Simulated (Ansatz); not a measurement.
# Which is lower?

The two ends of one reaction step of SiH5SBrO, closed shell (PBE0-D4/def2-TZVP).

A:

Si1  (-0.568, 0.564, -0.569)
Br2  (1.633, 0.570, -0.957)
H3  (-1.004, -0.839, -0.738)
H4  (-0.817, 1.114, 0.773)
O5  (-1.323, 1.569, -1.615)
H6  (1.419, -0.623, 2.369)
S7  (0.576, -1.645, 2.152)
H8  (-1.239, 1.398, -2.554)
H9  (1.324, -2.109, 1.140)
(Å)

B:

Si1  (-1.164, -0.180, -0.002)
Br2  (2.688, 0.966, -0.766)
H3  (-1.175, -1.450, -0.770)
H4  (-2.482, 0.118, 0.590)
O5  (-0.776, 1.126, -0.895)
H6  (1.893, 0.428, 0.327)
S7  (0.260, -0.502, 1.602)
H8  (0.121, 1.203, -1.240)
H9  (0.635, -1.710, 1.152)
(Å)

Ansatz 0.2.0; basis: def2-TZVPP; cores frozen in the correlated methods. Filled d shells of the heavier atoms are correlated. The def2 sets are not built for correlating such inner shells, so the correlated values are less sure here. B3LYP uses VWN-RPA correlation.

(1) Which structure is lower at CCSD(T), and by how much? (To be estimated.)

No T1 diagnostic of these runs exceeds 0.010.

Answers

(1) The calculation gives: A, by 0.315 eV (electronic energy, against the other). By their contacts, A is a complex of SiH₃BrO ([OH][SiH2][Br]) + H₂S and B is a complex of SiH₄SO ([OH][SiH2][SH]) + HBr.

All methods give the same order:

```json
{"method": "SPW92", "E(B) − E(A) (eV)": "0.053"}
{"method": "PBE-D4", "E(B) − E(A) (eV)": "0.169"}
{"method": "BLYP-D4", "E(B) − E(A) (eV)": "0.207"}
{"method": "r2SCAN-D4", "E(B) − E(A) (eV)": "0.241"}
{"method": "B97M-V", "E(B) − E(A) (eV)": "0.274"}
{"method": "PBE0-D4", "E(B) − E(A) (eV)": "0.240"}
{"method": "B3LYP-D4", "E(B) − E(A) (eV)": "0.265"}
{"method": "r2SCAN0-D4", "E(B) − E(A) (eV)": "0.288"}
{"method": "BHLYP-D4", "E(B) − E(A) (eV)": "0.351"}
{"method": "CAM-B3LYP-D4", "E(B) − E(A) (eV)": "0.296"}
{"method": "wB97X-V", "E(B) − E(A) (eV)": "0.331"}
{"method": "wB97M-V", "E(B) − E(A) (eV)": "0.339"}
{"method": "B2PLYP", "E(B) − E(A) (eV)": "0.306"}
{"method": "PBE-QIDH", "E(B) − E(A) (eV)": "0.298"}
{"method": "RPA on PBE", "E(B) − E(A) (eV)": "0.343"}
{"method": "HF", "E(B) − E(A) (eV)": "0.553"}
{"method": "MP2", "E(B) − E(A) (eV)": "0.302"}
{"method": "CCSD", "E(B) − E(A) (eV)": "0.359"}
{"method": "CCSD(T)", "E(B) − E(A) (eV)": "0.315"}
```

Labels in which every atom is bracketed show which atoms are joined, not bond orders.

For scale, one of the runs: CCSD(T)/def2-TZVPP, 233 basis functions, launched by `ansatz run in.yaml --threads 8 --pin off --events-out ev --progress --plain --max-ram 19148MiB`. Hardware: 8 CPU threads of an AMD EPYC 9R45, shared host. Wall time 22 s; peak host memory 4 GiB.
